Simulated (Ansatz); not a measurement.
Gas-phase electronic energies from Ansatz, PBE0-D4/def2-TZVP geometries. CCSD(T)/CBS is the MP2 limit (def2-TZVPP, def2-QZVPP) plus CCSD(T) − MP2 in def2-TZVPP, frozen cores. def2 core potentials past Kr. For Sb outer-core shells are correlated without core-valence functions, which leaves a few kJ/mol of doubt a bond.

Reaction (isomerisation): `[CH3][Sb]([CH3])[CH3]` → `C[CH](C)[SbH2]`

| species | CCSD(T)/CBS(def2) energy (Eh) |
| --- | --- |
| `[CH3][Sb]([CH3])[CH3]` | -359.59777 |
| `C[CH](C)[SbH2]` | -359.57575 |

**Question.** Work out ΔE.

**Answer.** ΔE = (-359.57575) − (-359.59777) = 0.02202 Eh = +57.8 kJ/mol.

**Question.** What do rigid-rotor, harmonic-oscillator terms from PBE0-D4/def2-TZVP frequencies (298.15 K, 1 bar) make of the CCSD(T)/CBS value? (Estimate.)

**Answer.** The calculation gave: ΔZPE = -4.3 kJ/mol, ΔH = +50.4 kJ/mol, ΔS = -13 J/(mol·K), ΔG = +54.3 kJ/mol.

Largest T1 diagnostic among the species: 0.012.

From BLYP to BHLYP (50 % exact exchange), in def2-TZVPP and without D4, ΔE moves by −7.6 kJ/mol. Leaving LDA and LC-ωPBE aside and taking each functional with its dispersion term where it has one, the values, not all of them listed here, spread over 12.3 kJ/mol, from B97M-V to B2PLYP. LDA lies −19.1 kJ/mol from PBE without D4. In def2-TZVPP, CCSD(T) changes the Hartree–Fock value by +3.1 kJ/mol (the triples alone add +1.2 kJ/mol) and MP2 by +10.2 kJ/mol.
